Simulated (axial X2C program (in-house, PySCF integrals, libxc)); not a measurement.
## Spin–orbit effects down a group: molecules with Au, CCSD(T)

Computed with an axial X2C code built on PySCF integrals, spin-free (one-electron X2C) or two-component (2c: spin–orbit coupling with atomic mean-field Coulomb and Gaunt terms, which also bring small scalar terms), in Dyall basis sets with cores contracted in-house; open shells are unrestricted.

Basis sets: Au dyall-cv3z, H dyall-v3z, Li dyall-cv3z, Na dyall-cv3z. Frozen shells (counts by l): AuH Au 5s4p2d1f, H none, 12 electrons correlated; LiAu Au 5s4p2d1f, Li 1s, 12 electrons correlated; NaAu Au 5s4p2d1f, Na 2s1p, 12 electrons correlated. Coupled cluster in natural virtuals with an MP2 remainder. Where the outer core of a metal is frozen, bonds come out longer and ionisation energies lower.

| molecule | spin-free state | Re (Å) | ωe (cm⁻¹) | De (eV) | 2c state | Re 2c (Å) | ωe 2c (cm⁻¹) | De 2c (eV) |
| --- | --- | --- | --- | --- | --- | --- | --- | --- |
| AuH | M_S = 0, Λ = 0 | 1.528 | 2275.7 | 3.12 | Ω = 0 | 1.527 | 2284.2 | 3.15 |
| LiAu | M_S = 0, Λ = 0 | 2.290 | 466.4 | 2.97 | Ω = 0 | 2.289 | 466.9 | 2.99 |
| NaAu | M_S = 0, Λ = 0 | 2.621 | 238.2 | 2.56 | Ω = 0 | 2.621 | 239.5 | 2.58 |

Task: Work out the shifts from the spin-free to the two-component result.

Result: 

| molecule | 2c state | ΔRe (Å) | Δωe (cm⁻¹) | ΔDe (eV) |
| --- | --- | --- | --- | --- |
| AuH | Ω = 0 | -0.001 | 8.5 | 0.03 |
| LiAu | Ω = 0 | -0.001 | noise | 0.02 |
| NaAu | Ω = 0 | 0.000 | noise | 0.02 |

Shifts of one unit in the last digit are rounding. Where the truncated virtual spaces of the two runs make Δωe unreliable it is marked noise.

Each entry is the lowest single determinant of a limited PBE0 search at one distance. De goes to single-determinant-based atoms at the same level (for ions the charge split of lowest energy) and is withheld (n/a) where an atom does not fit its ground term or J level. Main or longest-lived isotopes. One determinant is a doubtful description, or other states lie close, for AuH, LiAu, NaAu; these need not be ground states, and all values refer to the states named.
